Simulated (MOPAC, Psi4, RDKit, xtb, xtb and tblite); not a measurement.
Two geometries of C₂H₁₁NSi₂, SMILES N[SiH2][SiH2]CC, singlet, relaxed at GFN2-xTB with one dihedral held; other torsions can differ between them too.

Structure A

```
16

C      2.8191    -0.0150    -0.0175
C      1.4463    -0.2935    -0.6170
Si     0.0128     0.2859     0.5094
Si    -0.9300     2.2167    -0.3276
N     -2.2659     2.5750     0.7042
H      2.9506     1.0501     0.1649
H      2.9343    -0.5373     0.9295
H      3.6139    -0.3445    -0.6860
H      1.3609    -1.3648    -0.8045
H      1.3808     0.1934    -1.5922
H      0.5447     0.3957     1.8765
H     -0.9518    -0.8302     0.5852
H     -1.3052     2.0973    -1.7551
H     -0.1137     3.4348    -0.2490
H     -2.9110     1.8403     0.9438
H     -2.7741     3.4334     0.5643
```

Structure B

```
16

C     -2.8322    -0.0536    -0.0490
C     -1.4410    -0.2391    -0.6399
Si    -0.0423     0.2027     0.5815
Si     1.8311    -1.0659     0.1455
N      3.0429    -0.4867     1.2287
H     -2.9778     0.9766     0.2689
H     -2.9666    -0.6959     0.8183
H     -3.6057    -0.2977    -0.7766
H     -1.3367    -1.2763    -0.9675
H     -1.3504     0.3735    -1.5386
H      0.1419     1.6622     0.5224
H     -0.5677    -0.0380     1.9406
H      1.5860    -2.5211     0.2626
H      2.4521    -0.8888    -1.1725
H      2.8136    -0.3661     2.2016
H      3.9802    -0.8472     1.1492
```

Q: Which is lower in energy at the level B3LYP-D3(BJ)/def2-TZVP // GFN2-xTB in Psi4 1.11, and by how much?

A: B is lower, by 0.43 kcal/mol (dihedral C1–C2–Si3–Si4: 105° in A, 150° in B).

E(B) − E(A) in kcal/mol at the other levels, on the same two geometries: GFN2-xTB (xtb and tblite) -0.36; MMFF94 // GFN2-xTB (RDKit) -0.57; B3LYP/def2-TZVP // GFN2-xTB (Psi4) -0.52; PBE/def2-TZVP // GFN2-xTB (Psi4) -0.47; PBE-D3(BJ)/def2-TZVP // GFN2-xTB (Psi4) -0.42; UFF // GFN2-xTB (RDKit) -0.55; PM3, restricted, heats of formation // GFN2-xTB (MOPAC) -0.07; AM1, restricted, heats of formation // GFN2-xTB (MOPAC) 0.07; GFN1-xTB // GFN2-xTB (xtb) -0.48.
